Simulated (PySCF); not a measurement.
B(Cl)(Br)(Et) (C₂H₅BBrCl), SMILES CCB(Cl)Br. Geometry: PBE-D3(BJ)/def2-SVP. One conformer was computed; it need not be the lowest.

Computed equilibrium geometry at PBE-D3(BJ)/def2-SVP (PySCF confirms it by a frequency run) as Cartesian coordinates in Å (one conformer of several):
```xyz
10

B      0.0436    -0.1597    -0.3135
Cl     0.4969     0.9826    -1.5758
Br    -0.2350     0.5287     1.4682
C     -0.1354    -1.6924    -0.5936
C      0.0904    -2.1880    -2.0250
H     -1.1550    -1.9611    -0.2304
H      0.5328    -2.2218     0.1257
H      1.1186    -1.9639    -2.3733
H     -0.6039    -1.6982    -2.7369
H     -0.0616    -3.2828    -2.1051
```
